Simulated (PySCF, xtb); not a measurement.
Ga(H)(Br)(OMe) (CH4BrGaO), SMILES [GaH]([O]C)[Br].

GFN2-xTB in xtb at its own geometry gives an orbital gap of 4.27 eV and a dipole moment of 4.17 D.

Coordinates come from a PBE0-D3(BJ)/def2-SVP optimisation. One conformer was computed; it need not be the lowest.

### Question
What does CAM-B3LYP/def2-TZVP run with PySCF give? (Estimate from the structure and the level; the computed values follow.)

### Answer
gap 9.23 eV (levels -9.56 and -0.32 eV), dipole 0.68 D.
